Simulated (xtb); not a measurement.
xtb input:

```bash
xtb mol.xyz --gfn 2 --sp --chrg -1 --uhf 0
```
mol.xyz:
```
4

Si     0.84824678    -0.59641019     0.04507869
Cl    -0.79182118     0.65985134    -0.04806900
H      0.77772322    -1.36293283     1.31430731
H      0.80778190    -1.50479739    -1.12823590
```

Predict the final energy.

-7.46828 Eh (GFN2-xTB).

This state (charge -1, singlet) is run at the relaxed geometry of the species with charge 0 and multiplicity 2.
